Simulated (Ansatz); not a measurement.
As2H4⁺. Charge 1, multiplicity 2. Geometry PBE0-D4/def2-TZVP, that of the neutral singlet; atoms count from 1.

Cartesian coordinates in Å:
```
As 0.719 -0.589 -0.800
As -0.717 0.588 0.802
H 0.950 0.684 -1.607
H 1.965 -0.318 0.037
H -1.962 0.322 -0.038
H -0.955 -0.686 1.607
```

Estimate the Mulliken populations from the PBE0/def2-TZVP orbitals of Ansatz.


```
atom  charge (e)  spin (α − β)
 As1        0.14          0.47
 As2        0.14          0.47
  H3        0.18          0.02
  H4        0.18          0.02
  H5        0.18          0.02
  H6        0.18          0.02
```
Mulliken values depend strongly on the basis.

Where does the spin sit?

Summed by element: As 0.94, H 0.06, of 1 unpaired in all. Largest on single atoms: As1 0.47, As2 0.47, H4 0.02.

And the Mayer bond orders between heavy atoms (over 0.3)?

As1–As2 1.11 (2.45 Å).
